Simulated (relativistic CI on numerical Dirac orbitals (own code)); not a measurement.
## Ho LV: q coefficients and field-shift factors

Method of calculation: Dirac-Coulomb-Breit CI, KLI orbitals optimised for each configuration, derivatives by finite differences, unscaled Slater integrals, QED left out (own radial code, finite nucleus).

Configuration list (outside the closed core [Ne]): 3s2 3p, 3s2 3d, 3s 3p2, 3p3, 3s 3p 3d, 3p 3d2, 3s 3d2, 3p2 3d. Levels of other configurations are missing.

With x = (α/α₀)² − 1 an excitation energy changes as ω = ω₀ + qx; K = 2q/ω₀ is the relative enhancement. Terms are leading LS components, so labels can repeat. The field-shift factor is F = δν/δ⟨r²⟩ for the transition from the lowest level.

Lowest level 3s2 3p 2P°_1/2.

```tsv
Level	ω₀ (cm⁻¹)	q (cm⁻¹)	K	F (GHz/fm²)
3s 3p2 4P_1/2	1178562	255400	0.433	-3690
3s2 3p 2P°_3/2	1828644	2.15e+06	2.35	-225
3s 3p2 4P_3/2	2794420	2.363e+06	1.69	-3830
3s 3p2 2D_5/2	2923165	2.377e+06	1.63	-3780
3s 3p2 2D_3/2	3079113	2.354e+06	1.53	-3240
3s 3p2 2P_1/2	3157176	2.374e+06	1.5	-3910
3s2 3d 2D_3/2	3503717	2.271e+06	1.3	-908
3s2 3d 2D_5/2	3850535	2.682e+06	1.39	-359
3p3 2P°_3/2	4241677	2.539e+06	1.2	-6110
3s 3p 3d 4F°_3/2	4339848	2.476e+06	1.14	-4730
3s 3p 3d 4F°_5/2	4428069	2.451e+06	1.11	-3860
3s 3p 3d 4D°_1/2	4619445	2.478e+06	1.07	-3840
3s 3p 3d 4D°_3/2	4656300	2.522e+06	1.08	-4100
3s 3p2 4P_5/2	4723647	4.464e+06	1.89	-3980
3s 3p 3d 4P°_5/2	4846344	2.861e+06	1.18	-3830
3s 3p 3d 4F°_7/2	4941046	2.9e+06	1.17	-3840
3s 3p2 2S_1/2	4987467	4.513e+06	1.81	-4070
3s 3p 3d 2F°_5/2	5019856	2.898e+06	1.15	-3900
3s 3p2 2P_3/2	5038563	4.519e+06	1.79	-4090
3s 3p 3d 2D°_3/2	5062429	2.91e+06	1.15	-4240
3p2 3d 2D_3/2	5770031	2.672e+06	0.926	-7510
3p3 2D°_5/2	6026398	4.674e+06	1.55	-6580
3p3 4S°_3/2	6066755	4.698e+06	1.55	-7450
```

At this charge energies of transitions that change n are usually good to better than 1 %, and those within a shell (Δn = 0) to a few per cent.
